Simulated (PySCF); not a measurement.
YOCl, SMILES [O]=[Y][Cl]. Atoms are numbered in the order given.

```xyz
3

Y      0.3167    -0.5012     0.0000
O     -1.0421    -1.6765     0.0000
Cl    -0.2362     1.9388     0.0000
```

Geometry: PBE0-D3(BJ)/def2-TZVP. The def2 effective core potentials stand for the cores of Y; spin–orbit coupling is left out.

Method: PySCF with TDDFT-B3LYP/def2-TZVPD.

Vertical excitations. Isolated molecule, no solvent. State labels are in the subgroup Cs.

Computed excitation energies, oscillator strengths and character:
| state | symmetry | energy (eV) | λ (nm) | f | main pairs |
|---|---|---|---|---|---|
| S1 | A' | 2.99 | 415 | 0.000 | HOMO→LUMO 98 % |
| S2 | A' | 3.34 | 371 | 0.009 | HOMO−1→LUMO 98 % |
| S3 | A" | 3.47 | 358 | 0.006 | HOMO−2→LUMO 99 % |
| S4 | A" | 4.21 | 295 | 0.000 | HOMO→LUMO+1 96 % |
| S5 | A' | 4.21 | 294 | 0.000 | HOMO→LUMO+2 97 % |
| S6 | A" | 4.31 | 288 | 0.008 | HOMO−3→LUMO 98 % |
| S7 | A' | 4.31 | 288 | 0.007 | HOMO−4→LUMO 99 % |
| S8 | A" | 4.53 | 274 | 0.000 | HOMO−1→LUMO+1 83 %, HOMO−2→LUMO+2 14 % |
| S9 | A' | 4.54 | 273 | 0.001 | HOMO−1→LUMO+2 78 %, HOMO−2→LUMO+1 19 % |
| S10 | A" | 4.73 | 262 | 0.006 | HOMO−2→LUMO+2 85 %, HOMO−1→LUMO+1 14 % |
| T1 | A' | 2.88 | 430 | 0 | HOMO→LUMO 97 % |
| T2 | A' | 3.24 | 383 | 0 | HOMO−1→LUMO 98 % |
| T3 | A" | 3.35 | 370 | 0 | HOMO−2→LUMO 97 % |
| T4 | A' | 4.09 | 303 | 0 | HOMO→LUMO+2 94 % |
Triplets are in the Tamm–Dancoff approximation, which puts them higher than full response would, so one can lie above its singlet here.
